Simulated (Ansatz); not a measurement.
Triphenylsulfonium tris(triflyl)methide, `O=S(=O)([C-](S(=O)(=O)C(F)(F)F)S(=O)(=O)C(F)(F)F)C(F)(F)F.c1ccc([S+](c2ccccc2)c2ccccc2)cc1`. Total charge 0; triplet. Geometry PBE-D4/def2-SVP, that of the neutral singlet; atoms count from 1.

```xyz
56

O     0.714   -4.003   -1.925
S     0.976   -2.567   -1.727
O     1.088   -2.019   -0.346
C    -0.151   -1.657   -2.688
S    -0.096    0.069   -2.610
O     1.257    0.424   -2.081
O    -1.294    0.716   -2.005
C    -0.039    0.746   -4.417
F     0.390   -0.188   -5.263
F     0.845    1.759   -4.391
F    -1.222    1.217   -4.790
S    -1.445   -2.421   -3.561
O    -1.039   -3.671   -4.220
O    -2.147   -1.331   -4.278
C    -2.694   -2.979   -2.229
F    -3.425   -1.922   -1.816
F    -2.067   -3.499   -1.162
F    -3.512   -3.893   -2.754
C     2.714   -2.255   -2.513
F     3.312   -3.444   -2.641
F     2.602   -1.684   -3.714
F     3.454   -1.479   -1.711
C    -2.903   -1.960    2.794
C    -3.002   -1.622    1.435
C    -2.010   -0.844    0.826
C    -0.933   -0.404    1.614
S     0.301    0.538    0.712
C    -0.330    2.220    0.734
C     0.114    3.029   -0.326
C    -0.331    4.357   -0.380
C    -1.216    4.849    0.593
C    -1.669    4.014    1.628
C    -1.228    2.685    1.707
C     1.730    0.611    1.808
C     1.862    1.591    2.806
C     3.018    1.589    3.598
C     4.019    0.626    3.386
C     3.872   -0.336    2.374
C     2.726   -0.351    1.566
C    -0.805   -0.735    2.970
C    -1.809   -1.521    3.558
H    -3.681   -2.581    3.263
H    -3.847   -1.978    0.828
H    -2.066   -0.574   -0.240
H     0.767    2.605   -1.104
H     0.002    5.005   -1.204
H    -1.569    5.889    0.537
H    -2.377    4.397    2.378
H    -1.590    2.016    2.501
H     1.084    2.353    2.956
H     3.139    2.351    4.383
H     4.926    0.634    4.009
H     4.661   -1.082    2.198
H     2.585   -1.092    0.764
H     0.065   -0.402    3.553
H    -1.727   -1.797    4.620
```

Single mean-field runs in def2-SVP are fitted with def2-universal-jkfit. At PBE0-D4/def2-SVP a singlet of charge 0 lies 4.04 eV below the triplet at the same geometry.

Estimate the Mulliken populations of the heavy atoms from the PBE0/def2-SVP orbitals of Ansatz.


| atom | charge (e) | spin (α − β) |
| --- | --- | --- |
| O1 | -0.44 | 0.00 |
| S2 | 0.74 | 0.00 |
| O3 | -0.49 | 0.00 |
| C4 | -0.49 | 0.00 |
| S5 | 0.74 | 0.00 |
| O6 | -0.50 | 0.00 |
| O7 | -0.46 | 0.00 |
| C8 | 0.55 | 0.00 |
| F9 | -0.15 | 0.00 |
| F10 | -0.17 | 0.00 |
| F11 | -0.14 | 0.00 |
| S12 | 0.74 | 0.00 |
| O13 | -0.42 | 0.00 |
| O14 | -0.47 | 0.00 |
| C15 | 0.56 | 0.00 |
| F16 | -0.18 | 0.00 |
| F17 | -0.16 | 0.00 |
| F18 | -0.16 | 0.00 |
| C19 | 0.55 | 0.00 |
| F20 | -0.16 | 0.00 |
| F21 | -0.15 | 0.00 |
| F22 | -0.16 | 0.00 |
| C23 | 0.00 | 0.01 |
| C24 | -0.03 | 0.00 |
| C25 | 0.05 | 0.01 |
| C26 | -0.14 | 0.06 |
| S27 | 0.35 | 0.01 |
| C28 | -0.17 | 0.00 |
| C29 | 0.08 | 0.01 |
| C30 | -0.03 | -0.01 |
| C31 | 0.01 | 0.01 |
| C32 | -0.02 | 0.00 |
| C33 | 0.03 | 0.01 |
| C34 | -0.18 | 0.57 |
| C35 | 0.01 | 0.69 |
| C36 | -0.02 | -0.34 |
| C37 | -0.01 | 0.69 |
| C38 | -0.01 | 0.62 |
| C39 | 0.08 | -0.25 |
| C40 | 0.01 | 0.00 |
| C41 | -0.02 | 0.00 |
Mulliken values depend strongly on the basis.

Where does the spin sit?

Summed by element: O 0.00, S 0.01, C 2.08, F 0.00, H -0.09, of 2 unpaired in all. Largest on single atoms: C35 0.69, C37 0.69, C38 0.62.

And the Mayer bond orders between heavy atoms (over 0.3, the first 40 of 42)?

O1–S2 1.69 (1.47 Å); S2–O3 1.57 (1.49 Å); S2–C4 0.92 (1.74 Å); S2–C19 0.68 (1.93 Å); C4–S5 0.95 (1.73 Å); C4–S12 0.92 (1.74 Å); S5–O6 1.53 (1.50 Å); S5–O7 1.59 (1.49 Å); S5–C8 0.68 (1.93 Å); C8–F9 1.13 (1.33 Å); C8–F10 1.11 (1.34 Å); C8–F11 1.14 (1.33 Å); S12–O13 1.72 (1.47 Å); S12–O14 1.63 (1.48 Å); S12–C15 0.70 (1.91 Å); C15–F16 1.06 (1.35 Å); C15–F17 1.09 (1.34 Å); C15–F18 1.13 (1.34 Å); C19–F20 1.13 (1.34 Å); C19–F21 1.12 (1.33 Å); C19–F22 1.09 (1.34 Å); C23–C24 1.39 (1.40 Å); C23–C41 1.39 (1.40 Å); C24–C25 1.42 (1.40 Å); C25–C26 1.36 (1.40 Å); C26–S27 0.89 (1.80 Å); C26–C40 1.40 (1.40 Å); S27–C28 0.94 (1.80 Å); S27–C34 1.02 (1.80 Å); C28–C29 1.37 (1.40 Å); C28–C33 1.38 (1.40 Å); C29–C30 1.41 (1.40 Å); C30–C31 1.39 (1.40 Å); C31–C32 1.39 (1.40 Å); C32–C33 1.40 (1.40 Å); C34–C35 0.94 (1.41 Å); C34–C39 1.35 (1.41 Å); C35–C36 1.40 (1.40 Å); C36–C37 1.38 (1.40 Å); C37–C38 0.94 (1.40 Å).
